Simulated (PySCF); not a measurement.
Mo(O)2(Cl)(OMe) (CH₃ClMoO₃), SMILES [O]=[Mo]([Cl])(=[O])[O]C, multiplicity 1.

Coordinates come from a PBE-D3(BJ)/def2-SVP optimisation. The multiplicity is an assumed one; no other spin state was optimised. The structure was generated by enumeration; whether it is a known compound was not checked. The def2 effective core potentials stand for the cores of Mo; spin–orbit coupling is left out. One conformer was computed; it need not be the lowest.

The numbers are results of PBE-D3(BJ)/def2-SVP (PySCF), not measurements.

Frequencies are harmonic and unscaled.

```
mode  ν (cm⁻¹)  IR (km/mol)   moving atoms (share of kinetic energy)
----  --------  -----------  ---------------------------------------
1           41          2.6          C 35 %, H 24 %, O 19 %, Cl 17 %
2           76          0.0                                   H 96 %
3           96          2.6  O 34 %, C 29 %, H 17 %, Cl 10 %, Mo 9 %
4          168          5.4                          O 63 %, Cl 19 %
5          182          3.0                 O 63 %, Cl 22 %, Mo 15 %
6          251          5.4                                   O 80 %
7          268          2.7                          O 67 %, Cl 13 %
8          334          1.1                           O 84 %, Cl 9 %
9          424         57.5                 Cl 51 %, Mo 34 %, O 15 %
10         599         60.8           O 41 %, C 27 %, Mo 23 %, H 9 %
11         988        147.3                          O 81 %, Mo 19 %
12        1001        110.0                          O 88 %, Mo 12 %
13        1108        128.0                   H 43 %, C 29 %, O 28 %
14        1117          4.2                           H 76 %, C 19 %
15        1137        163.9                   O 36 %, H 35 %, C 28 %
16        1402          8.6                                   H 94 %
17        1407          2.7                                   H 93 %
18        1413         19.1                                   H 95 %
19        2948         42.9                                   H 98 %
20        3048          9.7                           H 90 %, C 10 %
21        3053          9.0                           H 90 %, C 10 %
```
